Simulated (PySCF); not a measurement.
## Bi (bismuth, neutral) across methods

[Xe] 4f14 5d10 6s2 6p3, high-spin 4S determinant. Computed with PySCF 2.14 in aug-cc-pVTZ-PP with ECP60MDF, with a scalar-relativistic core potential.

```tsv
method	E (hartree)	mean ε 6s α (eV)	mean ε 6s β (eV)	mean ε 6p α (eV)	Σ⟨r²⟩ (bohr²)	⟨S²⟩
MN15	-214.1885	-17.908	-15.452	-6.725	67.11	3.752
PBE0	-214.6178	-16.699	-14.206	-6.204	67.31	3.752
PW91	-214.7207	-14.954	-13.388	-5.239	67.76	3.751
TPSS	-214.5454	-15.010	-13.171	-5.242	67.53	3.752
r2SCAN	-214.7178	-15.557	-13.296	-5.554	67.05	3.754
UHF	-213.59430	-21.220	-15.704	-8.682	67.84	3.756
PBE	-214.6370	-14.895	-13.319	-5.194	67.78	3.751
r2SCANh	-214.6968	-16.211	-13.677	-5.918	66.99	3.754
LDA	-214.3240	-15.117	-13.779	-5.280	67.68	3.751
```

Energies and moments cover only the electrons outside the core potential. Spin-orbit coupling, which splits the p, d and f shells strongly at this Z, is absent. Spin-orbit coupling is strong in this species (close to jj coupling), so the high-spin LS determinant is a model state, not a physical level.
